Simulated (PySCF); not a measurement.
## Computed properties of C₆H₆, SMILES C#C/C=C\C=C

(3Z)-hexa-1,3-dien-5-yne (C6H6), SMILES C=C/C=C\C#C. Coordinates come from a B3LYP-D3(BJ)/def2-SVP optimisation. The values are those of a single conformer. All values are computed for the isolated molecule unless a solvent is named; none is compared with measurement here.

**Structure.** The optimised structure has Cs symmetry. All 30 harmonic modes at B3LYP-D3(BJ)/def2-SVP (PySCF) are real, so it is a minimum. With heavy atoms numbered as in [CH:1]#[C:2]/[CH:3]=[CH:4]\[CH:5]=[CH2:6], the shortest bond between them is C1–C2 at 1.216 Å and the longest C4–C5 at 1.451 Å.

**Vibrations.** The strongest infrared lines (harmonic, unscaled, degenerate partners summed) lie at 3471 cm⁻¹ (90 km/mol, H 86 %, C 14 %), 939 cm⁻¹ (39 km/mol, H 73 %, C 27 %), 697 cm⁻¹ (36 km/mol, H 76 %, C 24 %). The softest mode is at 128 cm⁻¹ and the zero-point energy is 59.5 kcal/mol.

**Electronic structure.** B3LYP/def2-TZVP (PySCF) places the frontier levels at -6.36 and -1.79 eV, a gap of 4.57 eV, and gives a dipole moment of 0.56 D and a mean polarisability of 80.8 bohr³. PBE/def2-TZVP (PySCF) at the same geometry gives -5.64 and -2.46 eV, so its gap is 1.39 eV narrower. An orbital gap is neither the optical nor the fundamental gap.

**Excitations.** TDA-PBE0/def2-SVPD (PySCF) has S1 at 4.91 eV (252 nm, f = 0.000, dark); the most intense of the 10 singlets computed lies at 5.08 eV (f = 0.76). T1 (TDA) is at 2.56 eV, 2.35 eV under S1. TDA-PBE/def2-SVPD (PySCF) puts S1 at 4.36 eV. No vertical singlet excitation falls in the visible range (under 3.1 eV).

**NMR.** GIAO shifts at KT2/pcSseg-1 (PySCF) (non-relativistic, atoms alike by connectivity averaged): ¹³C from 80.8 to 143.8 ppm against TMS; ¹H from 4.0 to 7.3 ppm against TMS.

**Solvation.** SMD-B3LYP/6-31G* (PySCF) gives 0.2 kcal/mol in water, -2.6 kcal/mol in 1-octanol, -3.8 kcal/mol in tetrahydrofuran (1 M in both phases, gas-phase geometry); of these solvents tetrahydrofuran holds the molecule best.
